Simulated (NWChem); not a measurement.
Molecule: CF2, triplet; SMILES [C](F)F

```xyz
3

F      1.1476     0.0000    -0.1640
C      0.0000     0.0000     0.4972
F     -1.1476     0.0000    -0.1640
```
Atoms are numbered in this order, from 1.

Computed with NWChem. Spin-unrestricted. In the optimisation the excess spin sits in a1 and b2 (C2v, its own frame). All runs use the structure optimised with B3LYP/6-31G* (spherical d), spin-unrestricted. No stability test was run on the SCF state. Level: PBE0/def2-SVP with SMD (1 M gas to 1 M solution), gas-phase geometry. Reactions with the solvent are ignored.

Task: Estimate the computed values for solvent dichloromethane. Quantities: solvation free energy (kcal/mol); cavity-dispersion-structure term (kcal/mol); dipole in solution (D).

Result: 
```json
{
 "solvation free energy (kcal/mol)": "2.7",
 "cavity-dispersion-structure term (kcal/mol)": "3.2",
 "dipole in solution (D)": "0.49"
}
```
